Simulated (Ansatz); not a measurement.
Mulliken charges of F$_{2}$HIn, SMILES `[F][InH][F]` from PBE/def2-TZVPP in Ansatz (PBE0-D4/def2-TZVP geometry).

```json
{"atom": "F1", "x (Å)": "-1.694", "y (Å)": "-0.669", "z (Å)": "0.242", "charge (e)": "-0.424"}
{"atom": "In2", "x (Å)": "0.044", "y (Å)": "0.114", "z (Å)": "-0.088", "charge (e)": "0.897"}
{"atom": "F3", "x (Å)": "1.341", "y (Å)": "-1.005", "z (Å)": "0.811", "charge (e)": "-0.424"}
{"atom": "H4", "x (Å)": "0.365", "y (Å)": "1.499", "z (Å)": "-0.985", "charge (e)": "-0.049"}
```

Question: By hand: the dipole of these point charges (1 e Å = 4.8032 D).

Answer: Σ q r = (0.171, 0.739, -0.477) e Å, of length 0.896 e Å = 4.30 D.

Question: How does the dipole of the full density compare? (Estimate.)

Answer: The calculation gave: (0.132, 0.568, -0.368) e Å, 3.31 D; the point charges give 1.30 times that, at 0° from its direction.

Point charges leave out the atoms' own dipoles, such as those of lone pairs, and Mulliken's split depends on the basis, so the two needn't agree.
